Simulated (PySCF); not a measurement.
Molecule: SMILES C(/OC=C)=C/C(Cl)Cl, C$_{5}$H$_{6}$Cl$_{2}$O.

Geometry (Å), atoms numbered from 1 in this order:
```xyz
14

C     2.8232    0.7955    0.3539
C     1.9502   -0.1351    0.0079
O     0.6084    0.0950    0.0494
C    -0.2265   -0.8945   -0.3154
C    -1.5527   -0.7604   -0.3078
C    -2.2322    0.4874    0.1021
Cl   -3.3047    0.1835    1.5007
Cl   -3.2227    1.1278   -1.2420
H     2.5020    1.7675    0.6809
H     3.8772    0.6005    0.3147
H     2.2486   -1.1241   -0.3257
H     0.2344   -1.8283   -0.6232
H    -2.1764   -1.5841   -0.6099
H    -1.5294    1.2689    0.3924
```

Frames of a GFN2-xTB Langevin trajectory at 400 K; GIAO PBE0/pcSseg-1 shieldings in PySCF 2.14, gas phase, non-relativistic; equivalent atoms averaged within each frame.

References, each an isolated molecule treated in the same way: TMS for ¹³C (186.93 ppm) and ¹H (31.72 ppm); H2O for ¹⁷O (336.08 ppm); ³⁵Cl (949.78 ppm) against HCl. The references are static minima.

Problem. How do the shifts (ppm) fluctuate along the trajectory?

Solution. 
```
         time (fs)     C2     C4     C5     C1    C6     O3  Cl7/Cl8   H11   H12   H14
               250  155.9  152.2  121.6   96.4  74.4  199.9      284  7.08  7.00  7.00
               425  157.9  151.3  118.6  105.6  84.6  198.2      316  7.36  5.45  6.82
               625  165.0  155.1  121.5  110.1  94.3  204.2      377  6.68  6.94  7.79
               800  155.3  151.7  119.4  100.2  89.0  210.6      380  6.45  6.76  7.34
              1000  150.2  145.8  124.3   97.1  75.8  190.5      297  5.98  6.30  7.69
    mean of frames  156.9  151.2  121.1  101.9  83.6  200.7      331  6.71  6.49  7.33
standard deviation    5.4    3.4    2.2    5.8   8.5    7.4       45  0.54  0.64  0.42
```

5 frames give an uncertainty of the mean of about the standard deviation over 2.2 at best, since frames this close in time may not be independent; classical motion lacks zero-point vibration, and the reference would need the same averaging.
